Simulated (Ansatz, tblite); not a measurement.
Removing an electron: GeClH3 (GeH3Cl). The state is a singlet with charge 0. Geometry: PBE-D4/def2-TZVP. Ansatz, gas phase; energy differences of separate SCF runs; the oxidised species was run as a doublet alone.

```xyz
5

Ge    0.001    0.123   -0.105
Cl   -0.011   -1.533    1.302
H     0.663    1.321    0.609
H    -1.469    0.419   -0.472
H     0.816   -0.330   -1.334
```

The xTB rows come from tblite. Correlated methods freeze 14 core orbitals; core or outer-core shells of Ge are correlated, in sets that lack core-valence functions. In CCSD on the charge 1 doublet the largest single amplitude is 0.18, so its Hartree–Fock determinant may place the open shell otherwise than the density functionals do.

| level | −HOMO (eV) | vertical IE (eV) | −LUMO (eV) | HOMO–LUMO gap (eV) |
| --- | --- | --- | --- | --- |
| GFN1-xTB | 12.79 | 15.61 | 6.12 | 6.68 |
| PBE0-D4/def2-TZVP | 8.77 | 11.19 | 0.39 | 8.38 |
| MP2/def2-TZVPP | – | 11.57 | – | – |
| CCSD(T)/def2-TZVPP | – | 11.35 | – | – |

Q: Estimate the rows for GFN2-xTB, HF/def2-TZVPP, r2SCAN-D4/def2-TZVP, CCSD/def2-TZVPP.

A: 
```
              level  −HOMO (eV)  vertical IE (eV)  −LUMO (eV)  HOMO–LUMO gap (eV)
           GFN2-xTB       11.64             14.81        4.67                6.97
      HF/def2-TZVPP           –             10.47           –                   –
r2SCAN-D4/def2-TZVP        7.74             11.07        0.99                6.76
    CCSD/def2-TZVPP           –             11.32           –                   –
```

Relaxing the oxidised species (PBE-D4/def2-TZVP) changes its energy by -0.23 eV at PBE0-D4/def2-TZVP, so the adiabatic ionisation energy to this nearest minimum is 10.96 eV.  Run but left out: PBE-D4/def2-TZVP (charge +1 doublet: an occupied level 0.04 eV above an empty one).  Raw xTB energy differences between charge states are shifted by several eV; the methods need an empirical correction for them.
